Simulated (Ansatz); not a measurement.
A single point on C6H18FGeN3, SMILES `C[N](C)[Ge]([F])([N](C)C)[N](C)C`.

```yaml
crystal:
  periodic: [false, false, false]
  atoms:
    - {symbol: C, position_ang: [-1.502704, 0.636524, 1.772661]}
    - {symbol: N, position_ang: [-0.068283, 0.532391, 1.656505]}
    - {symbol: C, position_ang: [0.579969, 0.103386, 2.872591]}
    - {symbol: Ge, position_ang: [0.638970, 0.085380, 0.040305]}
    - {symbol: F, position_ang: [2.358061, 0.077891, 0.356183]}
    - {symbol: N, position_ang: [0.090375, 1.325394, -1.145205]}
    - {symbol: C, position_ang: [-0.073598, 2.705973, -0.762356]}
    - {symbol: C, position_ang: [0.240736, 1.122719, -2.564951]}
    - {symbol: N, position_ang: [0.358327, -1.546926, -0.714269]}
    - {symbol: C, position_ang: [-0.986182, -1.900375, -1.100647]}
    - {symbol: C, position_ang: [1.159421, -2.677858, -0.311475]}
    - {symbol: H, position_ang: [-1.981288, -0.314191, 2.056627]}
    - {symbol: H, position_ang: [-1.769164, 1.376700, 2.537985]}
    - {symbol: H, position_ang: [-1.942319, 0.965737, 0.828163]}
    - {symbol: H, position_ang: [0.222829, -0.877578, 3.224228]}
    - {symbol: H, position_ang: [0.388110, 0.826957, 3.674875]}
    - {symbol: H, position_ang: [1.658805, 0.043958, 2.727739]}
    - {symbol: H, position_ang: [-0.995742, 3.120419, -1.190899]}
    - {symbol: H, position_ang: [-0.131459, 2.795423, 0.323165]}
    - {symbol: H, position_ang: [0.762049, 3.329872, -1.110758]}
    - {symbol: H, position_ang: [0.410509, 0.067495, -2.782565]}
    - {symbol: H, position_ang: [-0.662962, 1.443001, -3.100222]}
    - {symbol: H, position_ang: [1.086548, 1.694418, -2.973275]}
    - {symbol: H, position_ang: [-1.547417, -1.011511, -1.398553]}
    - {symbol: H, position_ang: [-1.547057, -2.402020, -0.296112]}
    - {symbol: H, position_ang: [-0.967499, -2.583435, -1.959499]}
    - {symbol: H, position_ang: [1.254710, -3.385180, -1.144916]}
    - {symbol: H, position_ang: [0.724701, -3.229031, 0.537445]}
    - {symbol: H, position_ang: [2.162051, -2.353534, -0.032469]}
basis:
  gaussian: {orbitals: def2-TZVPP}
hamiltonian: {xc: pbe}
correlation: {method: rpa}
```

```sh
$ ansatz run in.yaml --threads 11 --pin off --events-out ev --progress --plain --max-ram 166912MiB --backend cuda --devices 0, --max-vram 75GiB
```

Shortened log:

```
Functional definition: PBE
3625 factors; integrals over basis functions are off by at most 1.0e-3 eV
mean field evaluation 1: about -70162.5384 eV, gradient 1.4e2 eV
mean field evaluation 2: about -70162.5157 eV, gradient 1.4e2 eV
mean field evaluation 4: about -70198.2804 eV, gradient 4.4e1 eV
mean field evaluation 8: about -70201.9157 eV, gradient 4.1e-1 eV
mean field evaluation 16: about -70201.9171 eV, gradient 1.1e-3 eV
mean field -70201.91712321 eV, -2579.8728697096 hartree, gradient 6.3e-6 eV, S^2 0.000000; 1 other end points of the search recorded, 0 dependent functions left out
19 core orbitals not correlated: weight in the atoms' cores, before any rotation towards them, 1.000 or more for the frozen orbitals, at most 0.000 for the correlated occupied ones
reference -70095.15922897 eV, -2575.9495894593 hartree; 39, 39 occupied and 552, 552 virtual orbitals, 3625 factors
Total energy: -70191.46652867 eV, -2579.4888174437 hartree
```

Hardware: 11 threads of an AMD EPYC 7R13 on a shared host and a whole NVIDIA H100 80 GB. Wall time 4.4 s, peak host memory 3.9 GiB.
